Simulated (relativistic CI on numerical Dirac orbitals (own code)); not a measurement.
Sensitivity of the levels of I36+ to α and to the nuclear radius

Calculated at this level of theory: Dirac-Coulomb-Breit CI, separate exchange-only KLI orbitals for each configuration, derivatives by finite differences, unscaled Slater integrals, QED left out (own radial code, finite nucleus).

Configuration list (outside the closed core [Ne]): 3s2 3p5, 3s 3p6, 3s2 3p4 3d, 3s 3p5 3d, 3p6 3d, 3s 3p4 3d2, 3p5 3d2, 3p4 3d3. Double excitations out of closed p, d and f shells are left out; levels of such configurations are missing from the list, as are those of other unlisted configurations, and high levels can miss mixing partners.

With x = (α/α₀)² − 1 an excitation energy changes as ω = ω₀ + qx; K = 2q/ω₀ is the relative enhancement. Terms are leading LS components, so labels can repeat. The field-shift factor is F = δν/δ⟨r²⟩ for the transition from the lowest level.

Lowest level 3s2 3p5 2P°_3/2.

```tsv
Level	ω₀ (cm⁻¹)	q (cm⁻¹)	K	F (GHz/fm²)
3s2 3p5 2P°_1/2	572457	629000	2.2	-21.5
3s2 3p4 3d 4D_3/2	1198422	43510	0.0726	0.816
3s2 3p4 3d 4D_5/2	1215628	59940	0.0986	1.09
3s2 3p4 3d 4P_1/2	1216046	98500	0.162	-62.9
3s2 3p4 3d 4F_7/2	1254161	51810	0.0826	1.69
3s2 3p4 3d 2P_1/2	1312455	325800	0.497	-207
3s2 3p4 3d 2F_7/2	1339189	161100	0.241	2.29
3s2 3p4 3d 2D_3/2	1350114	65970	0.0977	-0.412
3s2 3p4 3d 4F_9/2	1357965	162600	0.239	3.49
3s2 3p4 3d 2D_5/2	1503343	183400	0.244	0.329
3s2 3p4 3d 2D_3/2	1529754	216100	0.283	-0.0934
3s2 3p4 3d 2D_5/2	1547717	235400	0.304	-1.84
3s 3p6 2S_1/2	1550764	533600	0.688	-358
```

At this charge energies of transitions that change n are usually good to better than 1 %, and those within a shell (Δn = 0) to a few per cent.
